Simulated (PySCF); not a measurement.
ClHg, neutral, multiplicity 2. Atoms are numbered in the order given.

```xyz
2

Hg     0.0000     0.0000    -0.4214
Cl     0.0000     0.0000     1.9829
```
Charge 0, spin multiplicity 2.

The structure is a stationary point at PBE0-D3(BJ)/def2-TZVPD. The multiplicity is an assumed one; other spin states were not compared. The def2 effective core potentials stand for the cores of Hg; spin–orbit coupling is left out.

These are CAM-B3LYP/def2-TZVPD run with PySCF values and carry that method's errors.

```
Quantity                                                           Value
-----------------------------------------------  -----------------------
total energy                                          -613.67952 hartree
point group                                                          C∞v
α spin, highest occupied and lowest empty level       -8.46 and -0.25 eV
β spin, highest occupied and lowest empty level       -9.86 and -3.61 eV
dipole moment                                                     3.11 D
mean static polarisability                          52.5 bohr³ (7.78 Å³)
polarisability, principal values                  41.2, 41.2, 75.1 bohr³
⟨S²⟩                                             0.758 (pure state 0.75)
```
